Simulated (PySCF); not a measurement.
Match the calculated data to a structure.

All candidates are C6H9N3S.

* Dipole: 3.44 D [PBE0/pcSseg-1]
* 13C NMR: chemical shifts (computed TMS as zero) by class: 170.4 (1 C), 168.8 (1 C), 157.8 (1 C), 26.3 (1 C), 21.2 (1 C), 18.4 (1 C) ppm [GIAO PBE0/pcSseg-1]
* Rotational structure: rotational constants A, B, C: 1.614, 1.054, 0.645 GHz [GFN2-xTB]
* NMR, other nuclei: isotropic shieldings of nuclei other than C and H, by class: -194 (1 N), -129 (1 N), -43 (1 N), 475 (1 S) ppm [GIAO PBE0/pcSseg-1]
* 1H NMR: chemical shifts (computed TMS as zero) by class: 2.95 (3 H), 2.71 (3 H), 2.53 (3 H) ppm [GIAO PBE0/pcSseg-1]

Gas-phase values; electronic properties from PySCF, density fitting. Levels stand in brackets. One conformer (not necessarily the lowest) at the GFN2-xTB geometry, without solvent, vibrations or thermal averaging. NMR classes are plain means over equivalent atoms (diastereotopic ones count apart unless rotation or inversion swaps them), as if these changed places fast.

Question: Which candidate is it?
A. `C=CCn1nncc1SC`
B. `CCc1cc(SC)nnn1`
C. `CSc1nc(C)nnc1C`

Answer: C. It is `CSc1nc(C)nnc1C`. Numbering: `[CH3:1][S:2][c:3]1[n:4][c:5]([CH3:6])[n:7][n:8][c:9]1[CH3:10]`. Its formula, C6H9N3S, gives 4 degrees of unsaturation: 1 ring and 3 π bonds in the structure found (Kekulé form). 6 carbons fall into 6 classes; from least to most shielded: substituted aromatic carbon [C3] (170.4 ppm), substituted aromatic carbon [C5] (168.8 ppm), substituted aromatic carbon [C9] (157.8 ppm), benzylic-type carbon [C6] (26.3 ppm), benzylic-type carbon [C10] (21.2 ppm), S-methyl carbon [C1] (18.4 ppm). Hydrogen classes from least to most shielded: 3 H on a benzylic-type carbon, C6 (2.95 ppm), 3 H on a benzylic-type carbon, C10 (2.71 ppm, a mean of values up to 0.6 ppm apart in this geometry), 3 H on an S-methyl carbon, C1 (2.53 ppm, a mean of values up to 0.6 ppm apart in this geometry). The other shieldings belong to: -194 ppm, pyridine-type nitrogen [N8]; -129 ppm, pyridine-type nitrogen [N7]; -43 ppm, pyridine-type nitrogen [N4]; 475 ppm, sulfide sulfur [S2]. By its constants the optimised geometry is an asymmetric top.

The others, at the same levels:
- `CCc1cc(SC)nnn1` fails: its computed 13C shifts are 171.1 (1 C), 164.7 (1 C), 119.3 (1 C), 34.5 (1 C), 19.7 (1 C), 19.4 (1 C) ppm, 1H shifts are 7.10 (1 H), 2.92 (2 H), 2.87 (3 H), 1.36 (3 H) ppm and rotational constant A is 2.718 GHz (against 1.614 GHz).
- `C=CCn1nncc1SC` fails: its computed 13C shifts are 142.2 (1 C), 140.4 (1 C), 131.8 (1 C), 128.9 (1 C), 54.0 (1 C), 19.9 (1 C) ppm, 1H shifts are 7.30 (1 H), 6.02 (1 H), 5.81 (1 H), 5.69 (1 H), 4.88 (2 H), 2.55 (3 H) ppm and rotational constant A is 1.380 GHz (against 1.614 GHz).

Each candidate is one conformer, not necessarily the lowest. The conformers computed, where there is a choice (atom-mapped SMILES and torsion angles):
- `[CH3:1][S:2][c:3]1[n:4][c:5]([CH3:6])[n:7][n:8][c:9]1[CH3:10]`: C1–S2–C3–N4 0°
- `[CH3:1][CH2:2][c:3]1[cH:4][c:5]([S:6][CH3:7])[n:8][n:9][n:10]1`: C1–C2–C3–C4 -85°, C4–C5–S6–C7 -179°
- `[CH2:1]=[CH:2][CH2:3][n:4]1[n:5][n:6][cH:7][c:8]1[S:9][CH3:10]`: C1–C2–C3–N4 -118°, C2–C3–N4–N5 -101°, C7–C8–S9–C10 -3°
